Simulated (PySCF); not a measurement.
Geometry:
| atom | x (Å) | y (Å) | z (Å) |
| --- | --- | --- | --- |
| C1 | 1.292 | 2.154 | 0.341 |
| N2 | 0.784 | 0.841 | 0.024 |
| Si3 | 1.713 | -0.618 | 0.231 |
| Si4 | 3.995 | -0.099 | 0.383 |
| C5 | -0.645 | 0.818 | -0.145 |
| C6 | -1.593 | 0.968 | 1.072 |
| C7 | -2.559 | 0.008 | 0.354 |
| C8 | -1.369 | -0.495 | -0.484 |
| H9 | 0.971 | 2.889 | -0.421 |
| H10 | 0.943 | 2.528 | 1.324 |
| H11 | 2.392 | 2.167 | 0.358 |
| H12 | 1.520 | -1.549 | -0.927 |
| H13 | 1.355 | -1.417 | 1.457 |
| H14 | 4.308 | 0.679 | 1.622 |
| H15 | 4.455 | 0.697 | -0.799 |
| H16 | 4.770 | -1.379 | 0.425 |
| H17 | -0.925 | 1.581 | -0.899 |
| H18 | -1.949 | 1.973 | 1.341 |
| H19 | -1.145 | 0.496 | 1.961 |
| H20 | -3.291 | 0.551 | -0.262 |
| H21 | -3.099 | -0.730 | 0.964 |
| H22 | -1.519 | -0.747 | -1.545 |
| H23 | -0.892 | -1.357 | 0.012 |

Geometry: PBE0-D3(BJ)/def2-SVP; GIAO shifts from PySCF, gas phase, non-relativistic, averaged over equivalent atoms.

At wB97X-D/pcSseg-1 (225 basis functions, 110 s wall time on 1 thread of an Arm Neoverse N1, shared host):
| atoms | δ (ppm) |
| --- | --- |
| C5 | 57.4 |
| C1 | 39.4 |
| C6/C8 | 31.3 |
| C7 | 16.3 |
| N2 | 24.5 |
| Si3 | -50.7 |
| Si4 | -106.1 |
| H12/H13 | 4.90 |
| H14/H15/H16 | 3.52 |
| H17 | 2.97 |
| H9/H10/H11 | 2.34 |
| H18/H22 | 2.06 |
| H19/H23 | 1.89 |
| H21 | 1.63 |
| H20 | 1.50 |

δ = σ(ref) − σ, references computed at the same level: $^{13}$C (σ = 184.54 ppm), $^{29}$Si (σ = 352.93 ppm), $^{1}$H (σ = 31.38 ppm) vs TMS; $^{15}$N (σ = 263.98 ppm) vs NH3.

Task: Estimate the result of repeating the calculation with PBE0/pcSseg-1.

Result: 
| atoms | δ at PBE0/pcSseg-1 | change |
| --- | --- | --- |
| C5 | 58.5 | +1.1 |
| C1 | 39.5 | +0.1 |
| C6/C8 | 31.6 | +0.3 |
| C7 | 16.6 | +0.3 |
| N2 | 29.1 | +4.6 |
| Si3 | -51.4 | -0.7 |
| Si4 | -108.0 | -1.9 |
| H12/H13 | 5.06 | +0.16 |
| H14/H15/H16 | 3.54 | +0.02 |
| H17 | 3.06 | +0.09 |
| H9/H10/H11 | 2.37 | +0.03 |
| H18/H22 | 2.10 | +0.04 |
| H19/H23 | 1.94 | +0.05 |
| H21 | 1.65 | +0.02 |
| H20 | 1.54 | +0.04 |

Chemical shifts δ = σref − σ; $^{13}$C (σref 184.41) and $^{29}$Si (σref 351.99) and $^{1}$H (σref 31.27) vs TMS; $^{15}$N (σref 265.67) against NH3, all at this level.

The largest change is at N2 (nitrogen bonded to 2 C, Si). Cost: 225 basis functions, 110 s wall time on 1 thread of an Arm Neoverse N1, shared host. The order of the carbon signals is the same at both levels.

Experimental scales use liquid or dissolved standards, which lie at an offset from isolated NH3 (liquid NH3: subtract about 20 ppm).
